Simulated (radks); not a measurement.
Task: Se10+, configuration [Ar] 3d6. Method: scalar-relativistic Kohn-Sham, PBEsol, spin-polarised, spherical densities, finite nucleus; open shells are filled with parallel spins first; Fermi nuclear charge, rms radius 4.14 fm; computed with a radial shooting solver on a logarithmic mesh with Libxc functionals. Some entries of the table are withheld. Estimate them.

orbital  occ.  eigenvalue (hartree)  <r> (bohr)
1s up       1             -468.4021     0.04411
1s down     1             -468.4006     0.04411
2s up       1             -68.36957      0.1960
2s down     1             -68.18250      0.1956
2p up       3             -61.26416      0.1712
2p down     3             -61.12346      0.1708
3s up       1             -16.30602      0.5480
3s down     1             -16.03265      0.5504
3p up       3                   (1)      0.5516
3p down     3                   (2)      0.5548
3d up       5             -10.38966      0.5359
3d down     1             -10.09175      0.5419

Result: 
(1) 3p up eigenvalue (hartree): -14.05170
(2) 3p down eigenvalue (hartree): -13.77779
